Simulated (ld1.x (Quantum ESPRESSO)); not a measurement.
# Which change was made? (Zn, TM)

```
Element                 : zinc (Zn)
Generator               : ld1.x (Quantum ESPRESSO) 7.5
Type                    : norm-conserving Troullier–Martins (Kleinman–Bylander form)
Functional              : LDA (PZ)
Relativity              : scalar-relativistic
Frozen core             : [Ne] 3s2
Valence charge          : 18
Reference configuration : 3p6 3d10 4s2 4p0
Partial waves           : 4s (bound): rc 1.75 bohr; 3p (bound): rc 0.80 bohr; 3d (bound): rc 1.25 bohr
Local potential         : all-electron potential smoothed inside 1.00 bohr (lloc = -1)
Core correction         : Bessel-smoothed model core inside 0.45 bohr
```

Cutoffs, loose and tight: the cutoffs (Ry, on a coarse ladder) from which the occupation-weighted sum of valence levels, in a spherical-Bessel basis at the reference potential, stays within 10 and 1 mRy of its value at 400 Ry. They do not see the model core or the augmentation charge, which bear on the density cutoff. Test errors are all-electron minus pseudo excitation energies from the reference, over the configurations 3p6 3d10 4s1 4p0; 3p6 3d10 4s0 4p0; 3p6 3d9 4s0 4p0; 3p6 3d8 4s0 4p0; 3p6 3d10 4s0 4p1; 3p5 3d10 4s2 4p0; 3p6 3d9 4s2 4p0 (two spin-polarised tests are not counted in the largest error); variants that change the core or the reference have their own tests. The largest error is taken over the tests solved by every variant that gives reliable tests at all, those not shown here included: 3p6 3d10 4s0 4p0; 3p6 3d10 4s1 4p0; 3p6 3d8 4s0 4p0; 3p6 3d9 4s0 4p0.

The base gives: outcome: generated; cutoff, loose: 200 Ry; cutoff, tight: over 300 Ry; bound ghosts: s; largest test error (meV): +104.

Task: After one change the result is: outcome: generated; cutoff, loose: 200 Ry; cutoff, tight: over 300 Ry; bound ghosts: none; largest test error (meV): -98. Which change was it?
A. local potential all-electron potential smoothed inside 0.66 bohr (lloc = -1)
B. local potential all-electron potential smoothed inside 1.72 bohr (lloc = -1)
C. local potential all-electron potential smoothed inside 1.58 bohr (lloc = -1)

Result: C. The others give: local potential all-electron potential smoothed inside 0.66 bohr (lloc = -1) → outcome: generated; cutoff, loose: 180 Ry; cutoff, tight: over 300 Ry; bound ghosts: s; largest test error (meV): +123 | local potential all-electron potential smoothed inside 1.72 bohr (lloc = -1) → outcome: generated; cutoff, loose: 200 Ry; cutoff, tight: over 300 Ry; bound ghosts: none; largest test error (meV): -206.
